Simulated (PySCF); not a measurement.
Several molecules and their computed UV-vis stick spectra, shuffled. The calculation used TDDFT wB97X-D/def2-SVPD, vertical, gas phase, core orbitals frozen in the response in PySCF 2.14.0, density-fitted response routines. Geometries: PBE0-D3(BJ)/def2-SVP; one conformer of each isolated species. Triplets are in the Tamm–Dancoff approximation. Relativistic effects are left out although some hold elements past zinc.

A. `C#C[Si]1(NC)CC1`
B. `[Br][Al]([Br])[Br]`
C. `C/C=C/C(C#N)=C\CC`
D. `C=N[Si@@H](C)C#CC`

Lowest singlet levels (six at most, fewer where fewer were computed) with oscillator strengths:

1. 225 nm (f 0.003); 214 nm (f 0.125); 208 nm (f 0.003); 198 nm (f 0.061); 192 nm (f 0.011); 188 nm (f 0.007); T1 4.60 eV
2. 234 nm (f 0.690); 192 nm (f 0.111); 187 nm (f 0.000); 186 nm (f 0.119); 183 nm (f 0.002); 178 nm (f 0.000); T1 3.02 eV
3. 206 nm (f 0.000); 203 nm (f 0.000); 193 nm (f 0.000 summed over 2 states); 187 nm (f 0.019); 187 nm (f 0.018); 186 nm (f 0.000 summed over 2 states); T1 5.75 eV
4. 299 nm (f 0.000); 211 nm (f 0.001); 201 nm (f 0.006); 200 nm (f 0.001); 183 nm (f 0.035); 176 nm (f 0.020); T1 3.57 eV

**Question.** Match each spectrum to its molecule.

**Answer.** 1 = A, 2 = C, 3 = B, 4 = D.
- A: S1 at 5.51 eV, HOMO→LUMO+1 (70%), HOMO-3→LUMO+1 (9%), HOMO→LUMO+2 (8%); Löwdin shares by element: HOMO carbon 54% or more, silicon 22% (atoms not listed hold the other 25%); LUMO carbon 58% or more, silicon 18% (atoms not listed hold the other 24%); HOMO -8.35 and LUMO 1.58 eV.
- B: S1 at 6.02 eV, HOMO→LUMO (94%); Löwdin shares by element: HOMO bromine 100%; LUMO bromine 51%, aluminium 49%; HOMO -10.51 and LUMO -0.13 eV; point group D3h, 6 of its 8 listed states under f = 0.0005.
- C: S1 at 5.31 eV, HOMO→LUMO (97%); Löwdin shares by element: HOMO carbon 74% or more (atoms not listed hold the other 26%); LUMO carbon 66% or more (atoms not listed hold the other 34%); HOMO -8.59 and LUMO 0.20 eV.
- D: S1 at 4.15 eV, HOMO→LUMO (92%); Löwdin shares by element: HOMO nitrogen 56%, carbon 15% or more, silicon 9%, hydrogen 6% or more; LUMO carbon 39% or more, nitrogen 31%, silicon 6%, hydrogen 6% or more (atoms not listed hold the other 18%); HOMO -8.86 and LUMO 1.05 eV.
